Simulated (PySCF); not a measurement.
**Two-dimensional NMR puzzle**

Compound of formula C7H13OP. Correlations simulated from computed shifts and the bond graph:

HSQC (one-bond C–H):
| δH | δC |
| --- | --- |
| 2.60 | 48.0 |
| 2.27 | 36.5 |
| 2.26 | 25.7 |
| 2.24 | 36.5 |
| 1.75 | 25.7 |
| 1.28 | 15.3 |
| 0.93 | 2.4 |
| 0.88 | 2.5 |
| 0.63 | 2.4 |
| 0.62 | 2.5 |
| 0.51 | 14.9 |

COSY cross peaks (H two or three bonds apart, from the bond graph; peaks can be absent where the dihedral angle is near 90°):
| δH | δH |
| --- | --- |
| 2.60 | 2.26 |
| 2.60 | 1.75 |
| 2.60 | 1.28 |
| 2.27 | 2.26 |
| 2.27 | 2.24 |
| 2.27 | 1.75 |
| 2.26 | 2.24 |
| 2.26 | 1.75 |
| 2.24 | 1.75 |
| 0.93 | 0.88 |
| 0.93 | 0.63 |
| 0.93 | 0.62 |
| 0.93 | 0.51 |
| 0.88 | 0.63 |
| 0.88 | 0.62 |
| 0.88 | 0.51 |
| 0.63 | 0.62 |
| 0.63 | 0.51 |
| 0.62 | 0.51 |

HMBC (two and three bonds, from the bond graph):
| δH | δC |
| --- | --- |
| 2.60 | 36.5, 25.7, 15.3, 14.9 |
| 2.27 | 48.0, 25.7, 14.9 |
| 2.26 | 48.0, 36.5, 15.3 |
| 2.24 | 48.0, 25.7, 14.9 |
| 1.75 | 48.0, 36.5, 15.3 |
| 1.28 | 48.0, 25.7 |
| 0.93 | 14.9, 2.5 |
| 0.88 | 14.9, 2.4 |
| 0.63 | 14.9, 2.5 |
| 0.62 | 14.9, 2.4 |
| 0.51 | 48.0, 36.5, 2.5, 2.4 |

In vacuum, fast rotation and ring inversion assumed for equivalent nuclei, one conformer, non-relativistic Hamiltonian. Shielding tensors at PBE0/pcSseg-1 (GIAO); coordinates at the GFN2-xTB level; PySCF 2.14.0 with density-fitted response routines.

Scale: $^{1}$H (σ = 31.72 ppm), $^{13}$C (σ = 186.93 ppm) vs TMS (reference shieldings calculated alike).

Exchangeable hydrogens are left out of these lists.

Task: Work out the connectivity.

Result: `InChI=1S/C7H13OP/c1-6-4-5-9(6,8)7-2-3-7/h6-7H,2-5H2,1H3/t6-,9+/m1/s1`.

Atom-mapped SMILES (the numbers label the heavy atoms): `[CH3:1][C@@H:2]1[CH2:3][CH2:4][P@@:5]1(=[O:6])[CH:7]1[CH2:8][CH2:9]1`. Hydrogens are named by the atom that carries them. Ha(C3), Ha(C4) are cis to C1 on the ring; Ha(C8), Ha(C9) are cis to P5 on the ring; Hb(C3), Hb(C4) are trans to C1 on the ring; Hb(C8), Hb(C9) are trans to P5 on the ring.

1. δC 48.0 is C2, an sp3 CH bonded to P (δH 2.60).
2. δC 36.5 is C4, an sp3 CH2 bonded to P (δH 2.27, 2.24).
3. δC 25.7 is C3, an sp3 CH2 in a ring (δH 1.75, 2.26).
4. δC 15.3 is C1, a methyl carbon (δH 1.28).
5. δC 14.9 is C7, a three-membered-ring carbon (δH 0.51).
6. δC 2.5 is C9, a three-membered-ring carbon (δH 0.88, 0.62).
7. δC 2.4 is C8, a three-membered-ring carbon (δH 0.63, 0.93).
8. COSY links 2.60–2.26, 2.60–1.75, 2.60–1.28, 2.27–2.26, 2.27–2.24, 2.27–1.75.

The shifts were computed for this structure.

Shifts are as computed. Against solution values, carbons near 30 ppm lie about +3 ppm off and those near 130 ppm about +5 ppm. Of 1211 compounds with measured shifts, 218 miss one by over three times the rms of a fit or turn the order of signals round; such compounds aren't used in these exercises.
